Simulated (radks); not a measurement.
Question: Coherent X-ray form factor from a spherical all-electron density. All-electron calculation, non-relativistic Kohn-Sham, TPSS, spin-polarised, spherical densities, point nucleus; meta-GGA in the generalised Kohn-Sham scheme. Program: a radial shooting solver on a logarithmic mesh with Libxc functionals.

sin(theta)/lambda (1/angstrom),f0 (electrons)
0.05,6.908
0.1,6.645
0.15,6.242
0.2,5.744
0.25,5.196
0.3,4.643
0.4,3.639
0.5,2.864
0.6,2.326
0.8,1.745
1,1.485
1.25,1.291
1.5,1.125
2,0.816

The species is in the configuration that NIST lists as its ground one. Which atom or ion scatters so?

Answer: The fluorine ion F2+, [He] 2s2 2p3. Extrapolating in s^2 from the first two rows gives f0(0) = 7.0, near the electron count 7; among species with that count, the fall with angle is slower the higher Z, and the table is that of Z = 9; from so few rows the species is fixed only to a neighbour or two.
